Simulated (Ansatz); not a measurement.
Ansatz (a first-principles code) input:

Ansatz 0.2 input:
```yaml
crystal:
  periodic: [false, false, false]
  atoms:
    - {symbol: C, position_ang: [-2.18694854, 0.00139280, -0.09965905]}
    - {symbol: C, position_ang: [-1.01554517, 0.13472505, 0.50215939]}
    - {symbol: C, position_ang: [0.18687601, -0.72080933, 0.19186800]}
    - {symbol: C, position_ang: [1.35066914, 0.07601671, -0.19353405]}
    - {symbol: N, position_ang: [2.25909468, 0.71584597, -0.48834425]}
    - {symbol: H, position_ang: [-3.02917926, 0.62671952, 0.16475412]}
    - {symbol: H, position_ang: [-2.34798942, -0.73536315, -0.87815952]}
    - {symbol: H, position_ang: [-0.87406910, 0.88651888, 1.27090471]}
    - {symbol: H, position_ang: [-0.03978057, -1.42309583, -0.61290193]}
    - {symbol: H, position_ang: [0.46704678, -1.31365270, 1.06880666]}
basis:
  gaussian:
    orbitals: def2-TZVPD
hamiltonian:
  xc: {name: r2SCANh}
output: {forces: true}
```

Question: What final total energy does it print?

Answer: -210.08033 Eh (r2SCANh/def2-TZVPD). The basis has 230 functions.
